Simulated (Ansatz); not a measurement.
Problem. Name a neutral molecule of Al, Cl and H with HOMO–LUMO gap (PBE0/def2-TZVPP) between 8.35 and 8.65 eV and HOMO–LUMO gap (PBE/def2-TZVPP) between 6.00 and 6.30 eV (Ansatz, PBE0-D4/def2-TZVP geometry).

Solution. `[Cl][Al@H-]1[Cl+][Al@@H-]([Cl])[Cl+]1` (8.37 eV, 6.22 eV). Other molecules can fit too; these were computed, each in one conformer that needn't be the lowest.
